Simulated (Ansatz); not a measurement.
Ti₂Si⁺. Charge 1, multiplicity 2. Geometry PBE0-D4/def2-TZVP, that of the neutral singlet.

Cartesian coordinates in Å:
```
Ti -0.6991 -1.0892 0.2390
Ti 0.9118 0.3224 0.8928
Si -0.2126 0.7669 -1.1317
```

At PBE-D4/def2-TZVP, r2SCAN-D4/def2-TZVP, PBE0-D4/def2-TZVP the charge 1 doublet is spin-contaminated (final ⟨S²⟩ up to 2.30, 0.75 for a pure state). Another isomer (singlet) lies 0.03 eV lower at PBE-D4/def2-TZVP.

Q: Estimate the α-spin orbital energies around the gap (eV) in Ansatz with PBE-D4/def2-TZVP, r2SCAN-D4/def2-TZVP, PBE0-D4/def2-TZVP.

A: 
```csv
orbital,PBE-D4/def2-TZVP,r2SCAN-D4/def2-TZVP,PBE0-D4/def2-TZVP
HOMO−5,-15.07,-15.43,-16.73
HOMO−4,-10.10,-10.24,-11.01
HOMO−3,-9.92,-9.96,-10.83
HOMO−2,-9.58,-9.79,-10.55
HOMO−1,-9.42,-9.50,-10.50
HOMO,-9.42,-9.44,-10.10
LUMO,-8.71,-8.22,-7.31
LUMO+1,-8.52,-8.01,-6.91
LUMO+2,-7.95,-7.55,-6.65
LUMO+3,-7.46,-7.00,-6.03
LUMO+4,-7.16,-6.93,-6.00
LUMO+5,-6.97,-6.51,-5.94
β HOMO,-9.35,-9.55,-10.32
β LUMO,-8.60,-8.10,-7.55
```
